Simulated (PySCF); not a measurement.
Species: NbSeCl3 (singlet state).
SMILES: `[Cl][Nb]([Cl])([Cl])=[Se]`

The closed-shell ground state was solved at several levels (PySCF, density fitting, gas phase). Geometry: PBE0-D3(BJ)/def2-SVP; no solvent, vibrations or thermal averaging. Atoms past krypton carry effective core potentials; spin–orbit coupling is left out.

```csv
level,basis functions,HOMO (eV),LUMO (eV),gap (eV),dipole (D)
KT2/pcSseg-1 (def2-TZVP on Nb),153,-7.13,-4.33,2.80,0.21
PBE0/def2-SVPD,156,-8.12,-3.55,4.57,0.22
```

Question: What might PBE0/pcSseg-1 (def2-TZVP on Nb) (153 basis functions) give for the same quantities?

Answer: HOMO -8.19 eV, LUMO -3.58 eV, gap 4.61 eV, dipole 0.21 D.

Question: Over all these levels, which gives the widest orbital gap and which the narrowest?

Answer: PBE0/pcSseg-1 (def2-TZVP on Nb) (global hybrid, 25 % exact exchange) has the widest, 4.61 eV, and KT2/pcSseg-1 (def2-TZVP on Nb) (GGA) the narrowest, 2.80 eV. The two share the basis. From the narrowest to the widest the HOMO moves by -1.06 eV and the LUMO by +0.75 eV.

Question: How far do the dipole and the HOMO energy spread over the levels?

Answer: The dipole runs from 0.21 to 0.22 D (mean 0.21 D) and the HOMO from -8.19 to -7.13 eV.
